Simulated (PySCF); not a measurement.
PySCF job for (3R)-1-fluoro-3-methylcyclobutene (C₅H₇F), SMILES C[C@H]1C=C(F)C1, r2SCAN-D4/def2-SVP. Coordinates come from a r2SCAN-D4/def2-SVP optimisation.

```python
import numpy as np
from pyscf import gto, scf, dft, df
from pyscf.hessian import thermo

mol = gto.M(
    atom='''
    C    -2.22615800    0.13841156    0.19849818
    C    -0.82729463   -0.14091138    0.72347859
    C     0.05378340   -1.07165688   -0.10663015
    C     0.94272204   -0.08922090   -0.30979736
    F     2.09977201   -0.02205747   -0.95761655
    C     0.24406521    0.98299323    0.46331284
    H    -2.71977557    0.93585975    0.77780395
    H    -2.85840694   -0.76200400    0.26156801
    H    -2.19110355    0.45024086   -0.85851693
    H    -0.86465153   -0.42087188    1.79300368
    H    -0.02911173   -2.11911934   -0.40300721
    H     0.76921983    1.35649429    1.35888682
    H    -0.12682672    1.84022391   -0.12436218
    ''',
    basis='def2-SVP',
    charge=0,
    spin=0,
    max_memory=1600,
    verbose=3,
)
mf = dft.RKS(mol, xc='r2scan').density_fit(auxbasis='def2-universal-jkfit')
mf.disp = 'd4'
mf.grids.level = 4
mf.conv_tol = 1e-11
mf.max_cycle = 100
mf.kernel()

# [left out here: the lines that compute and print the analytic Hessian (its translational invariance restored by hand, since the grid's response is missing), thermochemistry and intensities]
```

Output:

```
converged SCF energy = -294.148671219358

WARN: MGGA Hessian is sensitive to dft grids. grids.level 4 may not be dense enough.


WARN: DFTD4 does not support analytical Hessian, using finite difference.


WARN: Mole.unit (angstrom) is changed to Bohr

Mode                                 0                   1                   2
Irrep
Freq [cm^-1]                      138.0695            256.1785            312.4517
Reduced mass [au]                   3.7272              1.1690              2.1453
Force const [Dyne/A]                0.0419              0.0452              0.1234
Char temp [K]                     198.6512            368.5838            449.5485
Normal mode                   x     y     z       x     y     z       x     y     z
       0   C                 0.07  0.02 -0.12    0.01  0.05  0.01    0.02  0.11  0.02
       1   C                 0.00 -0.01  0.05   -0.00 -0.04 -0.01    0.00 -0.06 -0.01
       2   C                 0.03 -0.03  0.10    0.02 -0.04 -0.01    0.04 -0.09  0.04
       3   C                -0.01 -0.01  0.03    0.00 -0.02  0.00   -0.01 -0.04 -0.01
       4   F                -0.08  0.03 -0.09   -0.00  0.05  0.01   -0.00  0.06  0.02
       5   C                 0.02 -0.02  0.08   -0.02 -0.04 -0.01   -0.06 -0.04 -0.08
       6   H                 0.01  0.04 -0.20    0.28  0.42 -0.28    0.09 -0.00  0.23
       7   H                 0.04  0.03 -0.20   -0.22  0.24  0.46   -0.06  0.15 -0.23
       8   H                 0.22  0.00 -0.12   -0.02 -0.40 -0.13    0.07  0.40  0.11
       9   H                -0.11  0.02  0.05   -0.01 -0.03 -0.01    0.00 -0.03  0.00
      10   H                 0.02 -0.03  0.11    0.04 -0.04 -0.02    0.11 -0.12  0.13
      11   H                 0.05 -0.09  0.09   -0.03 -0.02 -0.00   -0.06  0.05 -0.12
      12   H                 0.04  0.03  0.13   -0.03 -0.05 -0.01   -0.11 -0.11 -0.14
Mode                                 3                   4                   5
Irrep
[...]
       1   C                 0.08 -0.01 -0.02   -0.11  0.05  0.03    0.10  0.03 -0.01
       2   C                -0.09  0.02  0.08    0.04 -0.05 -0.03   -0.03 -0.03 -0.00
       3   C                -0.07 -0.00  0.04   -0.07  0.10  0.08   -0.09  0.09  0.08
       4   F                 0.04  0.00 -0.02    0.03 -0.01 -0.02    0.04 -0.01 -0.02
       5   C                -0.05 -0.02  0.03    0.07 -0.05 -0.05    0.02 -0.03 -0.04
       6   H                 0.00 -0.02  0.02    0.12 -0.05  0.11   -0.11  0.08 -0.19
       7   H                 0.01 -0.00  0.03    0.04 -0.01  0.15   -0.16  0.07 -0.16
       8   H                -0.13  0.02 -0.05    0.02  0.07 -0.01   -0.09  0.04  0.05
       9   H                 0.50 -0.14 -0.05    0.40 -0.17 -0.01   -0.48 -0.07 -0.05
      10   H                 0.35  0.07 -0.21   -0.18 -0.07  0.08   -0.01 -0.03 -0.00
      11   H                 0.16 -0.06 -0.08   -0.09 -0.06  0.05   -0.03 -0.24  0.06
      12   H                 0.17 -0.03 -0.13   -0.15 -0.08  0.05   -0.07 -0.15 -0.14
Mode                                21                  22                  23
Irrep
Freq [cm^-1]                     1384.1654           1442.7004           1464.0351
Reduced mass [au]                   1.3742              1.2093              1.0582
Force const [Dyne/A]                1.5513              1.4830              1.3364
Char temp [K]                    1991.5058           2075.7247           2106.4205
Normal mode                   x     y     z       x     y     z       x     y     z
       0   C                -0.13  0.02 -0.03    0.01  0.01 -0.01   -0.01 -0.04  0.02
       1   C                 0.07 -0.00  0.01   -0.03  0.01  0.01   -0.03 -0.02  0.01
       2   C                -0.01 -0.00 -0.00    0.02  0.02 -0.01    0.01  0.01 -0.00
       3   C                -0.01  0.02  0.01    0.02 -0.04 -0.02    0.01 -0.01 -0.01
       4   F                 0.01 -0.00 -0.00   -0.01  0.00  0.01   -0.00  0.00  0.00
       5   C                -0.00 -0.00 -0.01   -0.00  0.09  0.03    0.00  0.02  0.01
       6   H                 0.37  0.11  0.26    0.02 -0.07  0.12    0.16  0.42 -0.47
       7   H                 0.34 -0.28  0.14   -0.02  0.03 -0.03    0.33 -0.26  0.00
       8   H                 0.48 -0.03 -0.02    0.02 -0.12 -0.05   -0.25  0.48  0.15
       9   H                -0.19 -0.00  0.00    0.08  0.00  0.01    0.09  0.03  0.03
      10   H                -0.00 -0.00 -0.01   -0.02  0.01  0.01   -0.01  0.00  0.01
      11   H                -0.03 -0.05  0.02    0.15 -0.56  0.20    0.02 -0.08  0.04
      12   H                 0.00 -0.01 -0.03   -0.24 -0.36 -0.44   -0.04 -0.05 -0.07
Mode                                24                  25                  26
Irrep
Freq [cm^-1]                     1467.8420           1729.4814           3023.8016
Reduced mass [au]                   1.0471              7.8352              1.0363
Force const [Dyne/A]                1.3292             13.8080              5.5826
Char temp [K]                    2111.8979           2488.3387           4350.5773
Normal mode                   x     y     z       x     y     z       x     y     z
       0   C                 0.01 -0.02 -0.04   -0.00  0.00  0.00    0.04 -0.01  0.02
       1   C                 0.02 -0.02 -0.02    0.00 -0.01 -0.00   -0.00 -0.00  0.00
       2   C                -0.01  0.00  0.01    0.12  0.12 -0.03   -0.00 -0.00  0.00
       3   C                 0.00 -0.00 -0.00   -0.16 -0.14  0.05    0.00  0.00 -0.00
       4   F                -0.00  0.00  0.00    0.03  0.01 -0.01    0.00  0.00 -0.00
       5   C                -0.00  0.01  0.01    0.01 -0.00 -0.00   -0.00  0.00 -0.00
       6   H                -0.36 -0.18 -0.11   -0.02 -0.00 -0.00   -0.25  0.42  0.31
       7   H                -0.12  0.12  0.64    0.01 -0.01  0.01   -0.30 -0.45  0.04
       8   H                 0.34  0.44  0.12    0.02 -0.00  0.00    0.03  0.16 -0.56
       9   H                -0.06  0.04 -0.01   -0.04  0.06  0.01    0.00  0.01 -0.05
      10   H                 0.01  0.01 -0.00   -0.06  0.15  0.09    0.00  0.00  0.00
      11   H                 0.03 -0.05  0.01   -0.05  0.05  0.00   -0.01 -0.00 -0.02
      12   H                -0.02 -0.03 -0.05   -0.01  0.03  0.06    0.01 -0.03  0.02
Mode                                27                  28                  29
Irrep
Freq [cm^-1]                     3030.4300           3043.1901           3107.1663
Reduced mass [au]                   1.0855              1.0596              1.1091
Force const [Dyne/A]                5.8733              5.7818              6.3086
Char temp [K]                    4360.1141           4378.4731           4470.5205
Normal mode                   x     y     z       x     y     z       x     y     z
       0   C                 0.00  0.00 -0.01   -0.00  0.00 -0.00    0.00  0.01 -0.00
       1   C                -0.00 -0.02  0.08   -0.00 -0.00  0.01   -0.00 -0.00  0.00
       2   C                -0.00  0.00  0.00   -0.00 -0.00  0.00   -0.00 -0.00  0.00
       3   C                 0.00  0.00 -0.00    0.00  0.00 -0.00    0.00  0.00  0.00
       4   F                -0.00 -0.00  0.00   -0.00  0.00  0.00   -0.00 -0.00  0.00
       5   C                -0.00 -0.01 -0.01    0.01  0.06  0.01    0.05 -0.02  0.08
       6   H                -0.00  0.01  0.01    0.01 -0.01 -0.01    0.01 -0.01 -0.01
       7   H                -0.00 -0.01 -0.00    0.01  0.02 -0.00   -0.03 -0.05  0.00
       8   H                -0.00 -0.03  0.10   -0.00 -0.01  0.04   -0.00 -0.01  0.02
       9   H                 0.03  0.24 -0.91    0.00  0.03 -0.10    0.00  0.01 -0.04
      10   H                -0.00 -0.01 -0.00   -0.00 -0.01 -0.00   -0.00 -0.00 -0.00
      11   H                 0.05  0.03  0.09   -0.32 -0.20 -0.54   -0.32 -0.23 -0.55
      12   H                -0.01  0.04 -0.03    0.25 -0.53  0.38   -0.22  0.51 -0.34
Mode                                30                  31                  32
Irrep
Freq [cm^-1]                     3122.4156           3123.3490           3228.3284
Reduced mass [au]                   1.1040              1.1035              1.1033
Force const [Dyne/A]                6.3419              6.3423              6.7749
Char temp [K]                    4492.4609           4493.8038           4644.8458
Normal mode                   x     y     z       x     y     z       x     y     z
       0   C                 0.02 -0.03 -0.08    0.03  0.08 -0.02    0.00 -0.00 -0.00
       1   C                 0.00  0.00 -0.01    0.00  0.00 -0.00    0.00 -0.00 -0.00
       2   C                -0.00 -0.00  0.00    0.00 -0.00  0.00    0.01  0.08  0.02
       3   C                -0.00 -0.00  0.00   -0.00  0.00  0.00   -0.01 -0.01  0.00
       4   F                 0.00  0.00 -0.00   -0.00 -0.00 -0.00    0.00  0.00 -0.00
       5   C                 0.00 -0.00  0.00   -0.00  0.00 -0.00    0.00 -0.00 -0.00
       6   H                -0.31  0.51  0.37    0.14 -0.21 -0.17   -0.00  0.00  0.00
       7   H                 0.04  0.05 -0.02   -0.45 -0.65  0.05   -0.00  0.00  0.00
       8   H                -0.02 -0.19  0.60   -0.01 -0.11  0.41    0.00  0.00 -0.00
       9   H                -0.00 -0.02  0.08   -0.00 -0.02  0.05   -0.00 -0.00  0.01
      10   H                 0.00  0.01  0.00    0.00 -0.00 -0.00   -0.08 -0.91 -0.25
      11   H                 0.00  0.00  0.00    0.02  0.01  0.04    0.00  0.00  0.00
      12   H                -0.00  0.00 -0.00    0.01 -0.04  0.02   -0.00  0.01 -0.00
temperature 298.1500 [K]
pressure 101325.00 [Pa]
Rotational constants [GHz] 9.25779 2.34048 2.09536
Symmetry number 1
Zero-point energy (ZPE) 0.10668 [Eh]   280090.617 [J/mol]
                           tot       elec      trans        rot        vib
Entropy [J/mol/K]       316.420      0.000    164.315    110.300     41.805
Cv [J/mol/K]             90.033      0.000     12.472     12.472     65.090
Cp [J/mol/K]             98.348      0.000     20.786     12.472     65.090
Internal energy [J/mol]                      3718.434   3718.434 287968.572
Internal energy [Eh]   -294.03616  -294.14867
Enthalpy [J/mol]                             6197.391   3718.434 287968.572
Enthalpy [Eh]          -294.03521
Gibbs free energy [J/mol]                  -42793.101 -29167.536 275504.548
Gibbs free energy [Eh] -294.07115
static polarisability / bohr^3: [[57.766  4.133 -4.718]
 [ 4.135 54.314  2.326]
 [-4.717  2.322 43.901]]
largest difference of analytic and finite-field dipole derivatives / e: 0.0004986920315226961
mode   freq/cm-1   IR/(km/mol)   Raman/(A^4/amu)   depolarisation
   1      138.07         0.090             0.343            0.699
   2      256.18         0.001             0.151            0.618
   3      312.45         0.286             1.480            0.738
   4      438.37         5.698             2.010            0.741
   5      442.20         4.142             3.391            0.733
   6      452.30         0.593             2.123            0.223
   7      646.03         7.100             5.132            0.430
   8      784.27        13.020             2.418            0.214
   9      816.89        30.728             3.324            0.691
  10      885.81         2.092            11.461            0.726
  11      919.18         6.667             2.113            0.737
  12      982.58        33.633             7.628            0.088
  13     1029.04        10.269             2.523            0.434
  14     1058.24         1.521             7.443            0.744
  15     1074.39         3.607             7.066            0.750
  16     1155.83         0.378             3.969            0.130
  17     1160.86         3.170             2.530            0.665
  18     1198.13         6.581             4.667            0.571
  19     1227.60        15.769             4.588            0.411
  20     1333.17       124.043             2.049            0.728
  21     1348.99        40.299             6.355            0.737
  22     1384.17         3.288             2.866            0.750
  23     1442.70         8.063            18.315            0.570
  24     1464.04         5.790            14.479            0.684
  25     1467.84         4.140            17.749            0.746
  26     1729.48       154.482            20.092            0.084
  27     3023.80        28.855           119.053            0.011
  28     3030.43        29.139           138.724            0.362
  29     3043.19        24.824           182.309            0.087
  30     3107.17        12.879            97.319            0.729
  31     3122.42        23.464            70.765            0.690
  32     3123.35        18.940            79.753            0.717
  33     3228.33         3.477           120.490            0.291
max |gradient| / (hartree/bohr): 0.0003279202038533441
APT charges: [ 4.310e-02  1.394e-01 -2.314e-01  7.070e-01 -5.829e-01 -3.650e-02
 -2.570e-02 -1.350e-02 -1.040e-02 -6.070e-02  7.360e-02 -8.900e-03
  6.000e-04]
```

Self-consistency was reached.

Cost: roughly 17 core-minutes.
